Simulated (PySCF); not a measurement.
Working out the excitation energy of N

N [He] 2s2 2p3 (4S) → N [He] 2s1 2p4 (4P). Calculation: PySCF 2.14, in x2c-TZVPPall (5s3p2d1f, 31 functions); scalar relativity by spin-free X2C-1e. Frozen: 1s2. Energies in hartree (1 hartree = 27.21139 eV):

```csv
part,N (lower),N (upper)
UHF,-54.432001,-54.029522
CCSD correlation,-0.110984,-0.109766
(T),-0.002264,-0.002798
```

What does Hartree-Fock give?

(-54.029522) − (-54.432001) = 0.402479 hartree = 10.952 eV.

What do CCSD and CCSD(T) give?

The CCSD correlation energies differ by 0.001218 hartree = 0.033 eV and the triples by -0.000534 hartree = -0.015 eV, so CCSD gives 10.985 eV and CCSD(T) 10.970 eV.

Measured between the centres of the two terms (NIST): 10.927 eV, so CCSD(T) (valence) is off by 0.043 eV.

What remains against the reference includes basis incompleteness, the frozen core and higher excitations.
